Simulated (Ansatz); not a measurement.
A structure relaxed at r2SCAN-D4/def2-SVP in Ansatz, charge 0, singlet:

```
atom    x (Å)    y (Å)    z (Å)
 Na1   1.9145   1.2762   0.0817
 Al2  -0.4967  -0.3311  -0.0212
  F3  -0.4745  -1.9483   0.3813
  F4   0.7540   0.0419  -1.1796
  F5   0.2579   0.6325   1.2227
  F6  -1.9552   0.3288  -0.4848
```

(1) Give its formula and point group.

(2) Summarise the bond lengths by kind (pairs closer than 1.2 times the sum of covalent radii, bridged metal pairs left out).

## Answers

(1) NaAlF₄ (the lowest singlet isomer of a short search). Point group C2v (tolerance 0.1 Å).

(2) 4 × Al–F 1.67 to 1.75 Å; 2 × F–Na 2.11 Å.

The structure comes from a short search, and lower isomers may exist.
